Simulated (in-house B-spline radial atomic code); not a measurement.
**One electron outside the [He] 2s2 2p6 core: Sb XLI (Sb40+)**

Computed with a B-spline radial code for spherical atoms, no-pair Dirac-Coulomb Hamiltonian, finite nucleus. Rungs: frozen-core Dirac-Hartree-Fock (DHF); Brueckner orbitals from the second-order correlation potential; the same with the Coulomb interaction screened by the core and the hole-particle interaction summed; Breit and QED terms from differences of relaxed Dirac-Fock atoms, where computed. Partial waves beyond l = 6 are extrapolated. The tables show a selection of states; those near core-excited levels, with erratic corrections or far from their DHF start are never shown.

Command:
```bash
python run_mb.py task.json out
```
Settings (nuclear radius in fm, box in bohr, cutoff in hartree):
```
basis_form          2
Z                   51
core_configuration  [He] 2s2 2p6
rms_radius          4.6802
mass_number         121
speed_of_light      137.036
box_radius          5.151
lmax                6
intervals           59
virtual_cutoff      5202.0
```

Cost of the run: 38 s on 1 thread of Arm Neoverse N1 (shared host).

Removal energies (eV):

```tsv
state	DHF	second order	screened	Breit + QED	final
3s1/2	2901.68	2902.52	2902.51	-2.83	2899.69
3p1/2	2809.03	2810.1	2810.09	-2.66	2807.43
3p3/2	2742.12	2743.12	2743.11	-1.73	2741.38
3d3/2	2623.43	2624.63	2624.62	-1.17	2623.45
3d5/2	2608.27	2609.4	2609.39	-0.575	2608.82
4s1/2	1576.86	1577.23	1577.22	-1.12	1576.11
4p1/2	1538.63	1539.09	1539.08	-1.06	1538.02
4p3/2	1511.46	1511.88	1511.88	-0.677	1511.2
4d3/2	1466.59	1467.01	1467	-0.43	1466.57
4d5/2	1460.03	1460.42	1460.41	-0.212	1460.2
4f5/2	1436.42	1436.72	1436.72	-	-
4f7/2	1433.71	?	?	?	?
5s1/2	989.313	989.484	989.481	-	-
5p1/2	970.096	970.304	970.3	-	-
5p3/2	956.462	956.66	956.656	-	-
5d3/2	934.523	934.707	934.704	-	-
5d5/2	931.141	931.314	931.312	-	-
5f5/2	919.484	919.649	919.649	-	-
5f7/2	918.086	?	?	?	?
5g7/2	916.543	916.597	916.597	-	-
5g9/2	915.721	915.774	915.774	-	-
```

What does correlation do to 4f7/2?

It adds 0.2986 eV to the removal energy in second order and 0.2996 eV with screening, giving 1434.01 eV before Breit and QED terms, which weren't computed for this state.

What does correlation do to 5f7/2?

It adds 0.1593 eV to the removal energy in second order and 0.1601 eV with screening, giving 918.246 eV before Breit and QED terms, which weren't computed for this state.

How does the lowest state compare with the NIST ionisation energy?

3s1/2 is bound by 2899.7 eV, without recoil; NIST lists 2900 ± 0.5 eV (semi-empirical), a difference of -0.31 eV.

Electric-dipole lines from 3s1/2 (reduced matrix elements in atomic units, length form, static core polarisation, sign of DHF taken positive):

| upper | DHF | + core polarisation | + Brueckner | λ (nm) | A (s⁻¹) |
| --- | --- | --- | --- | --- | --- |
| 3p1/2 | 0.2275 | 0.225 | 0.2249 | 13.439 | 2.11e+10 |
| 3p3/2 | 0.3277 | 0.3241 | 0.324 | 7.8321 | 1.11e+11 |

What radiative lifetime does 3d3/2 get from its electric-dipole decays?

The rates to lower computed states sum to 1.3e+11 s⁻¹, a lifetime of 0.0077 ns.

Magnetic hyperfine constants per unit nuclear g factor (MHz, nucleus as a uniformly magnetised ball; they apply to isotopes with nuclear spin):

```json
{"state": "3s1/2", "DHF": "1.221e+06", "+ core polarisation": "1.256e+06", "+ Brueckner": "1.257e+06"}
{"state": "3p1/2", "DHF": "385600", "+ core polarisation": "397900", "+ Brueckner": "398500"}
{"state": "3p3/2", "DHF": "60590", "+ core polarisation": "59080", "+ Brueckner": "59150"}
{"state": "4s1/2", "DHF": "491500", "+ core polarisation": "504100", "+ Brueckner": "504600"}
{"state": "4p1/2", "DHF": "157000", "+ core polarisation": "161300", "+ Brueckner": "161500"}
{"state": "4p3/2", "DHF": "24830", "+ core polarisation": "24150", "+ Brueckner": "24170"}
```
